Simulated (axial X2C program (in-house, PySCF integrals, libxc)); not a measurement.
**Spin–orbit effects down a group: molecules with I (ions), CCSD(T)**

All values come from calculations with an in-house relativistic program for diatomic molecules, spin-free (one-electron X2C) or two-component (2c: spin–orbit coupling with atomic mean-field Coulomb and Gaunt terms, which also bring small scalar terms), in Dyall basis sets with cores contracted in-house; open shells are unrestricted.

Basis sets: Al dyall-av3z, Ga dyall-acv3z, I dyall-acv3z, In dyall-acv3z. Frozen shells (counts by l): AlI⁻ I 4s3p2d, Al 2s1p, 11 electrons correlated; GaI⁻ I 4s3p2d, Ga 3s2p1d, 11 electrons correlated; InI⁻ I 4s3p2d, In 4s3p2d, 11 electrons correlated. Coupled cluster in natural virtuals with an MP2 remainder. Where the outer core of a metal is frozen, bonds come out longer and ionisation energies lower.

| molecule | spin-free state | Re (Å) | ωe (cm⁻¹) | De (eV) | 2c state | Re 2c (Å) | ωe 2c (cm⁻¹) | De 2c (eV) |
| --- | --- | --- | --- | --- | --- | --- | --- | --- |
| AlI⁻ | M_S = 1/2, Λ = 1 | 2.789 | 198.5 | 1.13 | Ω = 1/2 | 2.788 | 199.4 | 1.14 |
| GaI⁻ | M_S = 1/2, Λ = 1 | 2.869 | 128.5 | 0.96 | Ω = 1/2 | 2.868 | 128.7 | n/a |
| InI⁻ | M_S = 1/2, Λ = 1 | 3.045 | 109.2 | 0.98 | Ω = 1/2 | 3.050 | 108.0 | n/a |

Question: Work out the shifts from the spin-free to the two-component result.

Answer: 

```
molecule  2c state  ΔRe (Å)  Δωe (cm⁻¹)  ΔDe (eV)
    AlI⁻   Ω = 1/2   -0.001         0.9      0.01
    GaI⁻   Ω = 1/2   -0.001         0.2       n/a
    InI⁻   Ω = 1/2    0.005        -1.2       n/a
```

Shifts of one unit in the last digit are rounding.

Fragments in 2c: I- + Al, I- + Ga, I- + In. Each entry is the lowest single determinant of a limited PBE0 search at one distance. De goes to single-determinant-based atoms at the same level (for ions the charge split of lowest energy) and is withheld (n/a) where an atom does not fit its ground term or J level. Main or longest-lived isotopes. Some light 2c atoms are not at their ground J level, so De misses part of their lowering (0.04 eV or less).
